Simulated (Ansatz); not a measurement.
Species: C5H9, charge 0, multiplicity 2. It need not be the lowest isomer of its formula. 
Structure (B3LYP-D3(BJ)/def2-TZVP (Ansatz, an electronic-structure program) minimum search):
```
C
C 1 1.3807
H 2 1.0810 1 121.56
H 2 1.0823 3 117.49 1 180.00
C 1 1.3923 2 120.67 3 180.00
H 5 1.0854 1 117.09 2 0.00
C 5 1.4888 6 116.49 1 -180.00
H 7 1.0890 5 112.74 6 180.00
H 7 1.0962 8 107.75 5 123.02
H 7 1.0962 8 107.75 9 113.96
C 1 1.5123 2 119.04 3 0.00
H 11 1.0890 1 110.80 2 0.00
H 11 1.0921 12 107.91 1 122.20
H 11 1.0921 12 107.91 13 115.60
```
Charge 0, spin multiplicity 2.

Parts of the frozen-core correlation energy in cc-pVQZ (Ansatz, hartree). Frozen orbitals: 5; correlated occupied orbitals by spin: 15 and 14; virtual: 525 and 526. Open shells are spin-unrestricted. No spin-orbit coupling. No relativistic terms.

| term | value |
|---|---|
| reference (HF) | -194.62183 |
| MP2 opposite-spin | ___ |
| MP2 same-spin | ___ |
| CCSD correlation | ___ |
| (T) | -0.03999 |
| T1 diagnostic | 0.023 |
| largest doubles amplitude | 0.053 |
| <S^2> of the reference | 0.950 |

Problem. What belongs in the gaps?

Solution. 
- MP2 opposite-spin, value: -0.67025
- MP2 same-spin, value: -0.18973
- CCSD correlation, value: -0.91260
